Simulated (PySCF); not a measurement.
C3H7FSi2, SMILES C[SiH2]C#C[SiH2]F. Atoms are numbered in the order given.

```xyz
13

Si     0.3735    -2.4769     0.0000
F     -1.1803    -2.9605     0.0000
C      0.4325    -0.6512     0.0000
C      0.4903     0.5727     0.0000
Si     0.5288     2.4190     0.0000
C     -1.2274     3.0877     0.0000
H      1.0182    -3.0032     1.2280
H      1.0182    -3.0032    -1.2280
H      1.2739     2.8641     1.2116
H      1.2739     2.8641    -1.2116
H     -1.7735     2.7443     0.8922
H     -1.2190     4.1895     0.0000
H     -1.7735     2.7443    -0.8922
```
Charge 0, spin multiplicity 1.

Geometry: B3LYP-D3(BJ)/def2-SVP. The structure was generated by enumeration, and PubChem lists no compound with its InChIKey, so it may never have been made.

These are TDDFT-PBE0/def2-SVPD run with PySCF values and carry that method's errors.

Vertical excitations. The molecule is in vacuum. State labels are in the subgroup Cs.

Computed excitation energies, oscillator strengths and character:
| state | symmetry | energy (eV) | λ (nm) | f | main pairs |
|---|---|---|---|---|---|
| S1 | A" | 5.27 | 235 | 0.000 | HOMO→LUMO 92 % |
| S2 | A' | 5.66 | 219 | 0.006 | HOMO−1→LUMO 56 %, HOMO→LUMO+1 40 % |
| S3 | A" | 5.83 | 213 | 0.000 | HOMO−1→LUMO+1 92 % |
| S4 | A' | 7.28 | 170 | 0.965 | HOMO→LUMO+1 34 %, HOMO−1→LUMO 32 %, HOMO−2→LUMO 26 % |
| S5 | A" | 7.38 | 168 | 0.009 | HOMO−3→LUMO 72 %, HOMO−4→LUMO 19 % |
| S6 | A" | 7.59 | 163 | 0.000 | HOMO−4→LUMO 67 %, HOMO−3→LUMO 12 % |
| S7 | A" | 7.62 | 163 | 0.000 | HOMO→LUMO+2 78 % |
| S8 | A' | 7.78 | 159 | 0.260 | HOMO−2→LUMO 51 %, HOMO→LUMO+1 13 %, HOMO−4→LUMO+1 10 %, HOMO−3→LUMO+1 10 % |
| S9 | A' | 7.80 | 159 | 0.034 | HOMO−1→LUMO+2 46 %, HOMO−5→LUMO 40 %, HOMO−2→LUMO 7 % |
| S10 | A' | 7.82 | 159 | 0.031 | HOMO−5→LUMO 47 %, HOMO−1→LUMO+2 41 %, HOMO−1→LUMO+3 8 % |
| T1 | A' | 4.39 | 282 | 0 | HOMO−1→LUMO 57 %, HOMO→LUMO+1 30 % |
| T2 | A" | 4.76 | 261 | 0 | HOMO→LUMO 73 %, HOMO−1→LUMO+1 19 % |
| T3 | A' | 4.84 | 256 | 0 | HOMO→LUMO+1 61 %, HOMO−1→LUMO 30 % |
| T4 | A" | 5.51 | 225 | 0 | HOMO−1→LUMO+1 75 %, HOMO→LUMO 21 % |
Triplets are in the Tamm–Dancoff approximation, which puts them higher than full response would, so one can lie above its singlet here.
